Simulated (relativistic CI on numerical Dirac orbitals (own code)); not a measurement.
## Slater and spin-orbit integrals, Os56+

These numbers are calculated, not measured: Dirac-Coulomb-Breit CI, orbitals from a KLI potential per configuration, a model potential for QED, unscaled Slater integrals (own radial code, finite nucleus).

Slater integrals F^k, G^k are unscaled and averaged over j, outside the closed core [Ne]; ζ comes from projecting the Hamiltonian with its Breit term on Σ l·s of the shell.

- 3s2 3p6 3d2: F^2(3d,3d) = 638240, F^4(3d,3d) = 412910, ζ(3d) = 277390 cm⁻¹; <r>(3d) = 0.1607, <r^2>(3d) = 0.02983 (bohr units).
- 3s2 3p5 3d3: ζ(3p) = 2.061e+06, F^2(3d,3d) = 637430, F^4(3d,3d) = 412370, F^2(3p,3d) = 546980, G^1(3p,3d) = 574190, G^3(3p,3d) = 385700, ζ(3d) = 275320 cm⁻¹; <r>(3p) = 0.1802, <r^2>(3p) = 0.03767, <r>(3d) = 0.1608, <r^2>(3d) = 0.02991 (bohr units).
- 3s 3p6 3d3: F^2(3d,3d) = 637130, F^4(3d,3d) = 412160, G^2(3s,3d) = 443790, ζ(3d) = 276440 cm⁻¹; <r>(3s) = 0.1827, <r^2>(3s) = 0.03819, <r>(3d) = 0.1609, <r^2>(3d) = 0.02993 (bohr units).

**Question.** Give the Racah parameters of the d shell in 3s2 3p6 3d2.

**Answer.** B = F²/49 − 5F⁴/441 = 8344 cm⁻¹ and C = 35F⁴/441 = 32771 cm⁻¹.

Averages of the first 10 configurations, taken without configuration mixing, which lowers the lowest level and can move excited configurations by several eV; other configurations of the list can lie among them:

| Configuration | Parity | States | Average energy above the lowest level (eV) |
| --- | --- | --- | --- |
| 3s2 3p6 3d2 | even | 45 | 109.8 |
| 3s2 3p5 3d3 | odd | 720 | 585.7 |
| 3s 3p6 3d3 | even | 240 | 1074.4 |
| 3s2 3p6 3d 4s | even | 20 | 2272.5 |
| 3s2 3p6 3d 4p | odd | 60 | 2459.3 |
| 3s2 3p6 3d 4d | even | 100 | 2652.1 |
| 3s2 3p5 3d2 4s | odd | 540 | 2737.2 |
| 3s2 3p6 3d 4f | odd | 140 | 2786.2 |
| 3s2 3p5 3d2 4p | even | 1620 | 2924.4 |
| 3s2 3p5 3d2 4d | odd | 2700 | 3116.5 |
